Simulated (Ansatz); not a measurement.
Ansatz (a first-principles code) input:

Ansatz 0.2 input:
```yaml
crystal:
  periodic: [false, false, false]
  atoms:
    - {symbol: O, position_ang: [-0.68764558, 1.70789653, 0.42303511]}
    - {symbol: B, position_ang: [-0.91559020, 0.43479981, 0.15872905]}
    - {symbol: O, position_ang: [-2.04903588, -0.28951495, 0.07752685]}
    - {symbol: Br, position_ang: [0.83789166, -0.39244510, -0.14405881]}
    - {symbol: H, position_ang: [-2.85480545, 0.21452691, 0.24391746]}
basis:
  gaussian:
    orbitals: STO-3G
hamiltonian:
  xc: {name: PBE0}
magnetization: {spin_polarized: true, initial_magnetization: 1}
```

Question: Which total energy does the run end on?

Answer: -2719.18856 Eh (PBE0/STO-3G). The basis has 34 functions.

It need not be the lowest isomer of its formula.
